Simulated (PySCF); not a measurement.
`[H]/N=[CH]/[GeH3]`. Computed with PySCF, PBE0-D3(BJ)/def2-SVP geometry optimisation, gas phase.

```
atom  x, y, z in Å
N1     1.6552   -0.1248    0.5661
C2     0.7699    0.1811   -0.2909
Ge3   -1.1233   -0.1429    0.1168
H4     2.5958    0.0997    0.2167
H5     1.0128    0.6292   -1.2783
H6    -1.7169   -1.0858   -0.9489
H7    -1.8924    1.1918    0.0517
H8    -1.2428   -0.7659    1.5128
```

Question: What is the longest distance between nuclei?

Answer: H4···H7 and H4···H6, 4.622 Å.

Question: What is the repulsion energy of the bare nuclei, Σ ZA·ZB/RAB?

Answer: 173.31 Eh over 28 pairs, with full nuclear charges and distances in bohr; the largest single term is 51.74 Eh (C2 with Ge3).

Question: Work out the bond lengths N1=C2, N1–H4, C2–Ge3, C2–H5, Ge3–H6, Ge3–H7, Ge3–H8 in bohr.

Answer: For N1=C2 the difference vector is (-0.8853, 0.3059, -0.8570) Å, of length 1.2696 Å. 1 bohr = 0.529177 Å. N1=C2 2.399; N1–H4 1.943; C2–Ge3 3.711; C2–H5 2.100; Ge3–H6 2.914; Ge3–H7 2.914; Ge3–H8 2.898 bohr.

Question: How far apart are these pairs, which share no bond: N1···Ge3, N1···H5, N1···H6, C2···H4, C2···H7, Ge3···H4, Ge3···H5?

Answer: N1···Ge3 2.815 Å (2 bonds apart); N1···H5 2.094 Å (2 bonds apart); N1···H6 3.820 Å (3 bonds apart); C2···H4 1.897 Å (2 bonds apart); C2···H7 2.868 Å (2 bonds apart); Ge3···H4 3.728 Å (3 bonds apart); Ge3···H5 2.666 Å (2 bonds apart).

Question: Give the dihedral angles H5–C2–Ge3–H8, H5–C2–Ge3–H6, N1–C2–Ge3–H6, H5–C2–Ge3–H7.

Answer: H5–C2–Ge3–H8 180° (antiperiplanar); H5–C2–Ge3–H6 59° (synclinal); N1–C2–Ge3–H6 -121° (anticlinal); H5–C2–Ge3–H7 -59° (synclinal). Dihedral signs follow IUPAC: positive where, seen along the central bond, the front bond turns clockwise onto the rear one.

Question: What are the angles Ge3–C2–H5, N1–C2–Ge3, C2–Ge3–H7, H6–Ge3–H8, C2–Ge3–H8, C2–Ge3–H6, H7–Ge3–H8?

Answer: From the scalar product of the two bond vectors; for Ge3–C2–H5 it is -1.0076 Å² over 1.9635 × 1.1112 Å², cos θ = -0.4618. Ge3–C2–H5 117.5°; N1–C2–Ge3 119.5°; C2–Ge3–H7 109.2°; H6–Ge3–H8 110.5°; C2–Ge3–H8 109.3°; C2–Ge3–H6 109.2°; H7–Ge3–H8 110.6°.

Question: Where is the centre of mass (commonest isotopes), and what is the radius of gyration?

Answer: Mass 104.963 u; centre at (-0.494, -0.096, 0.120) Å; Rg = √(Σ m r²/M) = 1.170 Å. As Ia + Ib + Ic = 2 Σ m r², the three principal moments sum to 287.5 u·Å².

The point group is Cs within 0.08 Å; differences among equivalent distances and angles are scatter left by the optimiser. No frequency check.
